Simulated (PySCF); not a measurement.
**Sc(2+): ionisation energy**

Sc(2+) [Ar] 3d1 (2D) → Sc(3+) [Ar] (1S), as a difference of total energies. Computed with PySCF 2.14 in x2c-SVPall (5s3p3d1f, 36 functions), with scalar relativity by spin-free X2C-1e. The calculations carry no spin-orbit coupling.

```json
{"method": "UHF", "ionisation energy (eV)": "24.269"}
{"method": "B3LYP", "ionisation energy (eV)": "25.901"}
{"method": "M06-L", "ionisation energy (eV)": "25.215"}
```

The reference lies between the lowest fine-structure levels, while these numbers refer to the centres of the terms.

For comparison: 24.757 eV (measured; NIST Atomic Spectra Database, ionization energies).
